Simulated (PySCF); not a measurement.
**Complete the spectrum of C5H6FNSi**

Compound: C5H6FNSi.
Structure used (GFN2-xTB), in Å, numbered top down from 1:
```xyz
14
C5H6FNSi angstrom
C     -2.820   -1.956    0.249
C     -2.200   -0.958    0.002
Si    -1.214    0.558   -0.377
N     -1.685    1.802    0.708
F     -1.628    1.136   -1.827
C      0.579    0.124   -0.469
C      1.751   -0.150   -0.518
C      3.156   -0.478   -0.588
H     -3.371   -2.827    0.459
H     -1.527    2.762    0.453
H     -1.591    1.672    1.700
H      3.410   -1.196    0.192
H      3.755    0.423   -0.451
H      3.388   -0.913   -1.560
```

Computed, not measured: PySCF 2.14.0, density-fitted response routines, TDDFT CAM-B3LYP/def2-SVPD, vertical, gas phase, core orbitals frozen in the response.

Orbital energies (eV): HOMO-3 -9.91, HOMO-2 -9.74, HOMO-1 -9.28, HOMO -8.99, LUMO 0.45, LUMO+1 0.78, LUMO+2 1.17.

Lowest singlets, with some entries withheld (?).

| state | E (eV) | f | main configurations (H = HOMO, L = LUMO) |
| --- | --- | --- | --- |
| S1 | 5.73 | 0.0009 | H→L (54%), H-1→L (16%) |
| S2 | 6.01 | 0.0007 | H→L+1 (21%), H-1→L (19%), H-4→L (12%) |
| S3 | 6.08 | 0.0012 | H-3→L (23%), H-1→L (18%), H-1→L+1 (14%) |
| S4 | 6.16 | 0.0030 | H-1→L+1 (38%), H→L+1 (12%) |
| S5 | ? | 0.0047 | H-3→L (21%), H-4→L (19%), H-3→L+1 (11%) |
| S6 | ? | 0.0020 | H-3→L+1 (26%), H-4→L+1 (25%) |
| S7 | ? | 0.076 | H-2→L (40%), H→L (15%), H→L+1 (12%) |
| S8 | ? | 0.036 | H-2→L+1 (30%), H→L+1 (23%), H-2→L (14%) |

Problem. Fill in the withheld entries.

Solution. 
- S5: E = 6.39 eV
- S6: E = 6.51 eV
- S7: E = 6.72 eV
- S8: E = 6.95 eV

Problem. Where do the lowest triplets lie (Tamm–Dancoff)?

Solution. T1 4.93 eV, H-1→L (26%), H→L+1 (11%); T2 5.07 eV, H-4→L (21%), H-3→L (18%); T3 5.29 eV, H→L (36%), H-1→L (12%), H-1→L+1 (9%). E(S1) − E(T1) = +0.80 eV.

Problem. What is the mean static polarisability from the same response equations?

Solution. 88.0 au (13.04 Å³), with principal values 64.8, 84.4 and 114.7 au.

Problem. How far apart are S4 and S5, in eV and cm⁻¹?

Solution. 6.389 − 6.164 = 0.225 eV, or about 1820 cm⁻¹.

One conformer stands for the species.
